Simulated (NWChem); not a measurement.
Species: MoHO3F; SMILES [F][Mo](=[O])([OH])=[O]

```xyz
6

Mo     0.0672    -0.0222    -0.0406
O      1.0826     0.0230    -1.3618
O      1.0197    -0.1530     1.3217
F     -0.9325     1.5251     0.0419
O     -1.0374    -1.5057    -0.1802
H     -1.1992    -2.1866     0.4844
```
Atoms are numbered in this order, from 1.

Level: PBE0/def2-SVP with def2 effective core potentials on Mo (NWChem), optimised geometry, unscaled harmonic frequencies. def2 effective core potentials on Mo; no spin-orbit coupling.

Problem. List the harmonic frequencies with IR intensities, and the thermochemistry.

Solution. 
```csv
frequency (cm⁻¹),IR intensity (km/mol)
194,2.8
222,28.2
248,15.8
269,52.1
282,51.1
377,27.2
572,176.5
721,116.9
776,103.7
1059,240.1
1084,96.1
3899,296.6
```

- zero-point energy = 13.9 kcal/mol
- thermal correction to the enthalpy at 298.15 K (with zero-point energy) = 18.3 kcal/mol
- heat capacity Cv = 19.5 cal/(mol K)
- entropy at 298.15 K and 1 atm (symmetry number 1) = 78.8 cal/(mol K)

Rigid rotor and harmonic oscillator.
